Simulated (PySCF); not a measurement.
A PySCF script (with the pyscf-properties extension) for the NMR shieldings of `B[SiH2][SiH2]COC`, C₂H₁₁BOSi₂, on a GFN2-xTB geometry:

```python
import basis_set_exchange as bse
import numpy as np
from pyscf import gto, dft
from pyscf.prop import nmr

atoms = """
B     0.984057    0.820104    0.712764
Si    2.090091   -0.531412   -0.227151
Si    0.324090   -1.479494   -1.395487
C    -0.961757   -0.222161   -0.673473
O    -0.538988    0.135105    0.653336
C    -1.493938    0.938062    1.319864
H     1.173215    0.953228    1.878528
H     0.885604    1.867314    0.146310
H     3.135839   -0.131939   -1.192125
H     2.771398   -1.614992    0.514404
H     0.088348   -1.392920   -2.842842
H    -0.247762   -2.787857   -1.042759
H    -1.964410   -0.649509   -0.595080
H    -1.039239    0.679989   -1.290057
H    -1.635819    1.895034    0.806698
H    -1.128267    1.125409    2.327888
H    -2.449460    0.408068    1.368294
"""
names = dict.fromkeys(["B", "Si", "C", "O", "H"], "pcSseg-1")
basis = {el: gto.basis.parse(bse.get_basis(n, elements=[el], fmt="nwchem")) for el, n in names.items()}
mol = gto.M(atom=atoms, basis=basis, charge=0, verbose=0)
mf = dft.RKS(mol, xc="PBE0")
mf.grids.level = 2
mf.grids.alignment = dft.numint.BLKSIZE   # the property module wants whole blocks of grid points
mf.conv_tol = 1e-9
mf.kernel()

calc = nmr.RKS(mf)   # GIAO
C = mf.mo_coeff
Co = C[:, mf.mo_occ > 0]
resp = mf.gen_response(singlet=True, hermi=2)
def vind(x):   # induced exchange potential for any number of trial vectors
    d = np.einsum("pi,xij,qj->xpq", C, 2 * x.reshape(-1, C.shape[1], Co.shape[1]), Co, optimize=True)
    return np.einsum("xpq,pi,qj->xij", resp(d - d.transpose(0, 2, 1)), C, Co, optimize=True).ravel()
mo1, _ = nmr.rhf.solve_mo1(calc, with_cphf=vind)
sigma = calc.kernel(mo1)
for i, s in enumerate(sigma):   # ppm
    w = np.linalg.eigvalsh((s + s.T) / 2)
    print("%2d %-2s iso %8.1f  s11 %8.1f  s22 %8.1f  s33 %8.1f" % (i, mol.atom_pure_symbol(i), w.mean(), *w))
```

Problem. Give the expected output.

Solution. 
```
 0 B  iso     99.4  s11     61.4  s22     79.3  s33    157.4
 1 Si iso    468.9  s11    429.6  s22    466.4  s33    510.8
 2 Si iso    421.8  s11    383.6  s22    412.4  s33    469.5
 3 C  iso    112.3  s11     56.2  s22     92.4  s33    188.3
 4 O  iso    313.8  s11    256.1  s22    323.5  s33    361.9
 5 C  iso    115.4  s11     76.8  s22     85.1  s33    184.2
 6 H  iso     27.9  s11     23.6  s22     27.7  s33     32.3
 7 H  iso     28.4  s11     23.3  s22     28.6  s33     33.3
 8 H  iso     28.3  s11     24.9  s22     25.4  s33     34.5
 9 H  iso     28.3  s11     24.9  s22     25.2  s33     34.8
10 H  iso     27.9  s11     24.4  s22     25.5  s33     33.7
11 H  iso     27.8  s11     23.9  s22     25.6  s33     33.9
12 H  iso     27.9  s11     22.9  s22     27.8  s33     33.0
13 H  iso     28.5  s11     23.6  s22     28.1  s33     33.7
14 H  iso     28.2  s11     24.7  s22     25.8  s33     34.1
15 H  iso     27.4  s11     22.9  s22     25.3  s33     34.1
16 H  iso     28.1  s11     23.9  s22     25.3  s33     35.1
```

These numbers come from an equivalent density-fitted implementation of the same equations, which agrees with the script to about 0.01 ppm for H and up to a few tenths of a ppm for heavy atoms, so last digits may differ.

Size and cost of the density-fitted run: 171 basis functions, 50 s wall time on 1 thread of an Arm Neoverse N1, shared host; peak memory 0.73 GiB.
